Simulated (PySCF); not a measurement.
Electron correlation in Ag⁴⁺ (silver, charge +4)

Starting occupation: [Kr] 4d7, 4d3/2 with m_j = -3/2, -1/2, +1/2, +3/2, 4d5/2 with m_j = +1/2, +3/2, +5/2. Calculation: PySCF 2.14, in x2c-QZVPPall-2c; X2C-1e with screened-nucleus spin-orbit coupling, Gaussian nucleus. Frozen: [Ar] 3d10; 15 electrons correlated; the 32 highest virtual spinors left out.

MP2 pair energies summed by pair of shells (mhartree):

| pair | energy | share (%) |
| --- | --- | --- |
| 4d-4p | -199.74 | 40.1 |
| 4d-4d | -164.92 | 33.1 |
| 4p-4p | -62.45 | 12.5 |
| 4d-4s | -33.46 | 6.7 |
| 4p-4s | -32.50 | 6.5 |
| 4s-4s | -4.92 | 1.0 |

Total MP2 correlation energy: -497.99 mhartree.

The GHF reference relaxed away from the jj start to a determinant that is no pure jj level (⟨S²⟩ = 3.67, ⟨J²⟩ = 24.76); the energies belong to that determinant.

This basis was not built for core-valence correlation, so the inner-shell part is incomplete.
